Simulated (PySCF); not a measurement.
## How the method changes the constants of Cs₂⁺

State: ²Σg⁺ (doublet), unpaired electrons σ ↑. Set-up: basis Cs def2-SVPD with ECP46; scalar-relativistic core potentials; PySCF 2.14. De refers to Cs⁺ + Cs in their ground configurations, without counterpoise correction. The functionals are run spin-unrestricted. Levels whose curve was spin-contaminated or gave no clean fit are not listed.

```
      Level  Re (Å)  ωe (cm⁻¹)  De (eV)
        UHF   5.824       27.8     0.63
    UHF-MP2   5.534       29.3     0.63
UHF-SCS-MP2   5.586       29.0     0.63
   UHF-CCSD   5.517       29.4     0.63
UHF-CCSD(T)   5.508       29.4     0.63
        PBE   5.490       25.9     0.73
       PW91   5.448       26.4     0.75
     r²SCAN   5.440       29.3     0.68
       PBE0   5.486       27.8     0.71
       MN15   4.859       36.6     0.55
  CAM-B3LYP   5.416       29.1     0.65
```

Task: Which functional lies closest to UHF-CCSD(T) in De, which farthest, and by how much do they differ from it?

Result: Closest is CAM-B3LYP (-9.2 pm in Re, -1.0 % in ωe, +0.02 eV in De against UHF-CCSD(T) in the same basis), farthest PW91 (-6.0 pm in Re, -10.2 % in ωe, +0.12 eV in De). CCSD(T) converges more slowly with the basis than the functionals do and binds too weakly in this one, so the order can change at the basis-set limit.

Task: What does a quarter of exact exchange do here, going from PBE to PBE0?

Result: PBE0 less PBE: -0.4 pm in Re, +7.3 % in ωe, -0.02 eV in De. Exact exchange removes part of the self-interaction that spreads semilocal densities, and in most molecules shortens and stiffens the bond and lowers De; so it does here.

Task: What does the step from GGA to meta-GGA do here, going from PBE to r²SCAN?

Result: r²SCAN less PBE: -5.0 pm in Re, +13.1 % in ωe, -0.05 eV in De. 

Correlated steps freeze no core orbitals. Correlated levels converge slowly with the basis: in double zeta they bind strong bonds too weakly, by up to about 1 eV, and carry superposition errors of some tenths. Spin–orbit coupling is left out. The state is the lowest determinant that a PBE0 search found; another state may lie lower at other levels.

The whole job (state search and all levels along the bond) took about 2.1 min on 1 thread of Oxide Virtual Turin-like (shared host), peak memory 0.81 GiB.
